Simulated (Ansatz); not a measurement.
Calculation: B3LYP-D3(BJ)/def2-TZVP run with Ansatz (a program for electronic structure). No frequencies were computed at this level.

Ansatz 0.2 input:
```yaml
crystal:
  periodic: [false, false, false]
  atoms:
    - { symbol: B, position_ang: [1.095325, -0.213575, -0.012277] }
    - { symbol: C, position_ang: [-0.15378, 0.385456, 0.086996] }
    - { symbol: O, position_ang: [-1.471122, -0.029456, -0.058222] }
    - { symbol: H, position_ang: [2.161748, -0.625632, -0.074698] }
    - { symbol: H, position_ang: [-0.148615, 1.446843, 0.341239] }
    - { symbol: H, position_ang: [-1.483556, -0.963637, -0.283039] }
basis:
  gaussian: { orbitals: def2-tzvp }
hamiltonian:
  xc: b3lyp
  dispersion: d3bj
relax:
  max_steps: 150
```

Output:

```
Functional definition: B3LYP
632 factors; their error is unknown
mean field evaluation 1: about -3801.4843 eV, gradient 5.6e1 eV
mean field evaluation 2: about -3788.4085 eV, gradient 9.4e1 eV
mean field evaluation 4: about -3808.0742 eV, gradient 5.9e0 eV
mean field evaluation 8: about -3808.1387 eV, gradient 3.5e-1 eV
mean field -3808.13888145 eV, -139.9465226440 hartree, gradient 3.5e-5 eV, S^2 0.000000; 0 other end points of the search recorded, 0 dependent functions left out
reference -3808.13910513 eV, -139.9465308643 hartree; 11, 11 occupied and 100, 100 virtual orbitals, 632 factors
relax step   1: F+E_penalty+E_count = -3808.26980245 eV  Δ(F+E_penalty+E_count) = +0.000e0 eV  max|allowed force component| = 6.303e-1 eV/Å  Δτ_max = 0.0000 Å  (26 SCF iters, accepted)
these checks for a lower state are left out or cut short: starts, cluster_reference, orbital_swaps, neighbouring_geometries, increment
632 factors; their error is unknown
mean field evaluation 16: about -3808.1529 eV, gradient 9.2e-1 eV
mean field -3808.15031285 eV, -139.9469427401 hartree, gradient 8.2e-6 eV, S^2 0.000000; 0 other end points of the search recorded, 0 dependent functions left out
reference -3808.15053675 eV, -139.9469509686 hartree; 11, 11 occupied and 100, 100 virtual orbitals, 632 factors
relax step   2: F+E_penalty+E_count = -3808.28118809 eV  Δ(F+E_penalty+E_count) = -1.139e-2 eV  max|allowed force component| = 3.141e-1 eV/Å  Δτ_max = 0.0097 Å  (34 SCF iters, accepted)
these checks for a lower state are left out or cut short: starts, cluster_reference, orbital_swaps, neighbouring_geometries, increment
632 factors; their error is unknown
mean field -3808.15233921 eV, -139.9470172078 hartree, gradient 8.2e-6 eV, S^2 0.000000; 0 other end points of the search recorded, 0 dependent functions left out
reference -3808.15256328 eV, -139.9470254421 hartree; 11, 11 occupied and 100, 100 virtual orbitals, 632 factors
relax step   3: F+E_penalty+E_count = -3808.28323519 eV  Δ(F+E_penalty+E_count) = -2.047e-3 eV  max|allowed force component| = 5.521e-2 eV/Å  Δτ_max = 0.0070 Å  (34 SCF iters, accepted)
these checks for a lower state are left out or cut short: starts, cluster_reference, orbital_swaps, neighbouring_geometries, increment
632 factors; their error is unknown
mean field evaluation 32: about -3808.1523 eV, gradient 3.4e-1 eV
mean field -3808.15244217 eV, -139.9470209912 hartree, gradient 8.3e-6 eV, S^2 0.000000; 0 other end points of the search recorded, 0 dependent functions left out
reference -3808.15266625 eV, -139.9470292262 hartree; 11, 11 occupied and 100, 100 virtual orbitals, 632 factors
relax step   4: F+E_penalty+E_count = -3808.28332884 eV  Δ(F+E_penalty+E_count) = -9.365e-5 eV  max|allowed force component| = 2.508e-2 eV/Å  Δτ_max = 0.0032 Å  (35 SCF iters, accepted)
these checks for a lower state are left out or cut short: starts, cluster_reference, orbital_swaps, neighbouring_geometries, increment
632 factors; their error is unknown
mean field -3808.15255309 eV, -139.9470250675 hartree, gradient 8.3e-6 eV, S^2 0.000000; 0 other end points of the search recorded, 0 dependent functions left out
reference -3808.15277720 eV, -139.9470333033 hartree; 11, 11 occupied and 100, 100 virtual orbitals, 632 factors
relax step   5: F+E_penalty+E_count = -3808.28341786 eV  Δ(F+E_penalty+E_count) = -8.902e-5 eV  max|allowed force component| = 5.122e-2 eV/Å  Δτ_max = 0.0055 Å  (36 SCF iters, accepted)
these checks for a lower state are left out or cut short: starts, cluster_reference, orbital_swaps, neighbouring_geometries, increment
632 factors; their error is unknown
mean field -3808.15266095 eV, -139.9470290315 hartree, gradient 8.3e-6 eV, S^2 0.000000; 0 other end points of the search recorded, 0 dependent functions left out
reference -3808.15288504 eV, -139.9470372666 hartree; 11, 11 occupied and 100, 100 virtual orbitals, 632 factors
relax step   6: F+E_penalty+E_count = -3808.28350445 eV  Δ(F+E_penalty+E_count) = -8.659e-5 eV  max|allowed force component| = 8.669e-3 eV/Å  Δτ_max = 0.0080 Å  (35 SCF iters, accepted)
632 factors; their error is unknown
mean field evaluation 64: about -3808.1568 eV, gradient 9.0e-2 eV
mean field -3808.15266095 eV, -139.9470290315 hartree, gradient 8.3e-6 eV, S^2 0.000000; 1 other end points of the search recorded, 0 dependent functions left out
reference -3808.15288504 eV, -139.9470372666 hartree; 11, 11 occupied and 100, 100 virtual orbitals, 632 factors
Total energy: -3808.28372854 eV, -139.9518456763 hartree
Atom 0 at     1.084262    -0.211398    -0.012748 Å, force     0.006572     0.007698     0.001946 eV/Å
Atom 1 at    -0.168880     0.383484     0.085946 Å, force    -0.004632    -0.008669    -0.002090 eV/Å
Atom 2 at    -1.474755    -0.031756    -0.059309 Å, force    -0.002034     0.000300     0.000116 eV/Å
Atom 3 at     2.178770    -0.616586    -0.071622 Å, force     0.000788    -0.004704    -0.001027 eV/Å
Atom 4 at    -0.124445     1.443753     0.341680 Å, force     0.000119     0.004586     0.001005 eV/Å
Atom 5 at    -1.494952    -0.967498    -0.283949 Å, force    -0.000813     0.000788     0.000050 eV/Å
Dipole moment:     0.173472    -0.253002    -0.054461 e Å
```

Cost: roughly 13 core-seconds.
